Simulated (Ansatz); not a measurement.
Mulliken charges of BrH4HfNO2 (`[NH2][Hf]([OH])([OH])[Br]`) from r2SCAN/def2-TZVPP in Ansatz (PBE0-D4/def2-TZVP geometry).

```json
{"atom": "N1", "x (Å)": "-0.229", "y (Å)": "0.868", "z (Å)": "1.415", "charge (e)": "-0.497"}
{"atom": "Hf2", "x (Å)": "-0.029", "y (Å)": "0.043", "z (Å)": "-0.421", "charge (e)": "1.055"}
{"atom": "O3", "x (Å)": "1.816", "y (Å)": "-0.416", "z (Å)": "-0.623", "charge (e)": "-0.456"}
{"atom": "O4", "x (Å)": "-1.267", "y (Å)": "-1.413", "z (Å)": "-0.508", "charge (e)": "-0.456"}
{"atom": "Br5", "x (Å)": "-0.645", "y (Å)": "1.745", "z (Å)": "-2.210", "charge (e)": "-0.347"}
{"atom": "H6", "x (Å)": "0.496", "y (Å)": "1.355", "z (Å)": "1.921", "charge (e)": "0.159"}
{"atom": "H7", "x (Å)": "-1.065", "y (Å)": "0.841", "z (Å)": "1.982", "charge (e)": "0.159"}
{"atom": "H8", "x (Å)": "2.653", "y (Å)": "-0.801", "z (Å)": "-0.858", "charge (e)": "0.192"}
{"atom": "H9", "x (Å)": "-1.731", "y (Å)": "-2.221", "z (Å)": "-0.698", "charge (e)": "0.192"}
```

**Question.** By hand: the dipole of these point charges (1 e Å = 4.8032 D).

**Answer.** Σ q r = (0.143, -0.389, 0.457) e Å, of length 0.617 e Å = 2.96 D.

**Question.** How does the dipole of the full density compare? (Estimate.)

**Answer.** Computed: (0.211, -0.601, 0.419) e Å, 3.66 D; the point charges give 0.81 times that, at 14° from its direction.

Point charges leave out the atoms' own dipoles, such as those of lone pairs, and Mulliken's split depends on the basis, so the two needn't agree.
